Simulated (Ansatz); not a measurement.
closo-2-SB6 (no H on S) (B₆H₆S): single points at one geometry.

```yaml
crystal:
  periodic: [false, false, false]
  atoms:
    - {symbol: B, position_ang: [-0.877754, -1.193627, 0.270315]}
    - {symbol: B, position_ang: [-0.821658, 0.407308, -0.761311]}
    - {symbol: B, position_ang: [0.929694, 0.617977, -0.609520]}
    - {symbol: B, position_ang: [0.107940, 1.383515, 0.585272]}
    - {symbol: B, position_ang: [0.755435, -0.390998, 0.834887]}
    - {symbol: B, position_ang: [0.337428, -0.930502, -0.798769]}
    - {symbol: S, position_ang: [-1.193821, 0.294462, 1.326808]}
    - {symbol: H, position_ang: [-1.570750, -2.146980, 0.478240]}
    - {symbol: H, position_ang: [-1.738995, 0.836421, -1.401622]}
    - {symbol: H, position_ang: [1.807194, 1.191100, -1.189912]}
    - {symbol: H, position_ang: [0.200836, 2.484882, 1.044315]}
    - {symbol: H, position_ang: [1.401428, -0.753169, 1.776785]}
    - {symbol: H, position_ang: [0.663023, -1.800378, -1.555497]}
basis:
  gaussian: {orbitals: def2-TZVP, initial_orbitals: start.molden}
correlation: {method: mp2}
scf: {omitted_lower_state_checks: [starts]}
output: {orbitals: {seedname: orbitals}}
```

The file start.molden holds the orbitals of an earlier run on this structure, at another level or in another basis.

```sh
$ ansatz run in.yaml --threads 4 --pin off --events-out ev --progress --plain --max-ram 4787MiB
```

It prints (some lines left out):

```
Functional definition: HF
1673 factors; integrals over basis functions are off by at most 9.6e-4 eV
mean field evaluation 1: about -14942.4571 eV, gradient 2.9e1 eV
mean field evaluation 2: about -14943.2615 eV, gradient 9.1e-1 eV
mean field evaluation 4: about -14943.6943 eV, gradient 9.4e-3 eV
mean field evaluation 8: about -14943.6944 eV, gradient 1.7e-6 eV
mean field -14943.69440031 eV, -549.1706400116 hartree, gradient 4.3e-6 eV, S^2 0.000000; 0 other end points of the search recorded, 0 dependent functions left out
11 core orbitals not correlated: weight in the atoms' cores, before any rotation towards them, 1.000 or more for the frozen orbitals, at most 0.000 for the correlated occupied ones
reference -14943.69440031 eV, -549.1706400116 hartree; 15, 15 occupied and 233, 233 virtual orbitals, 1673 factors
second order -22.81048472 eV of doubles, -0.00000000 eV of singles
Total energy: -14966.50488503 eV, -550.0089098634 hartree
Checks for a lower state left out: starts
```

Run time 4.2 s (4 threads of Arm Neoverse V1 on a shared host), peak host memory 0.79 GiB.

The first input with `hamiltonian: {xc: r2scan, dispersion: d4}` and without the key `correlation` (abridged; 6 s):

```
Functional definition: r2SCAN
mean field -14990.45146433 eV, -550.8889304212 hartree, gradient 2.7e-5 eV, S^2 0.000000
Total energy: -14990.54872000 eV, -550.8925045012 hartree
Checks for a lower state left out: starts
```

The first input with `hamiltonian: {xc: pbe0, dispersion: d4}` and without the key `correlation` (abridged; 5 s):

```
Functional definition: PBE0
mean field -14984.42993269 eV, -550.6676432149 hartree, gradient 2.4e-5 eV, S^2 0.000000
Total energy: -14984.79206721 eV, -550.6809514132 hartree
Checks for a lower state left out: starts
```

As the first input, with `hamiltonian: {xc: {name: wB97X-V}}` and without the key `correlation` (abridged; 11 s):

```
Functional definition: wB97X-V
mean field -14991.36607403 eV, -550.9225417076 hartree, gradient 1.0e-5 eV, S^2 0.000000
Total energy: -14991.36607127 eV, -550.9225416061 hartree
Checks for a lower state left out: starts
```

Geometry: PBE0-D4/def2-SVP.

Correlated methods freeze 11 core orbitals.
